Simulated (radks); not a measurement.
The numbers below are computed, except where a source is named.
Species: the platinum ion Pt+. Configuration: [Xe] 4f14 5d9. Code: a radial shooting solver on a logarithmic mesh with Libxc functionals. Model: scalar-relativistic Kohn-Sham, exchange-only PBE, spin-polarised, spherical densities, point nucleus; open shells are filled with parallel spins first (spin-orbit coupling, left out, can overturn this in heavy ions). Some entries of the table are withheld. Estimate them.

| orbital | occ. | eigenvalue (eV) | r(max) (bohr) | <r^2> (bohr^2) |
|---|---|---|---|---|
| 1s down | 1 | -78448.18 | 0.01061 | 0.0004059 |
| 1s up | 1 | -78448.18 | 0.01061 | 0.0004059 |
| 2s up | 1 | -13787.10 | 0.06121 | 0.006199 |
| 2s down | 1 | -13787.04 | 0.06121 | 0.006199 |
| 2p up | 3 | -11947.80 | 0.05059 | 0.005202 |
| 2p down | 3 | -11947.75 | 0.05059 | 0.005202 |
| 3s up | 1 | -3243.782 | 0.1726 | 0.04003 |
| 3s down | 1 | -3243.759 | 0.1726 | 0.04003 |
| 3p up | 3 | -2708.298 | 0.1717 | 0.04106 |
| 3p down | 3 | -2708.272 | 0.1717 | 0.04106 |
| 3d up | 5 | -2128.185 | 0.1398 | 0.03401 |
| 3d down | 5 | -2128.140 | 0.1398 | 0.03401 |
| 4s up | 1 | -702.4818 | 0.3898 | 0.1944 |
| 4s down | 1 | -702.4194 | 0.3898 | 0.1944 |
| 4p up | 3 | -526.9164 | 0.4100 | 0.2220 |
| 4p down | 3 | -526.8583 | 0.4100 | 0.2220 |
| 4d up | 5 | -313.8855 | 0.4181 | 0.2535 |
| 4d down | 5 | -313.8172 | 0.4181 | 0.2534 |
| 5s up | 1 | -109.2896 | 0.8692 | 1.020 |
| 5s down | 1 | -108.7921 | 0.8684 | 1.017 |
| 4f up | 7 | -77.2052 | (1) | 0.3254 |
| 4f down | 7 | -77.0986 | (2) | 0.3246 |
| 5p up | 3 | -63.5673 | 0.9787 | 1.385 |
| 5p down | 3 | -62.9390 | 0.9774 | 1.381 |
| 5d up | 5 | -13.6564 | 1.263 | 3.292 |
| 5d down | 4 | -12.9578 | 1.262 | 3.357 |

Answer. 
(1) 4f up r(max) (bohr): 0.3850
(2) 4f down r(max) (bohr): 0.3849
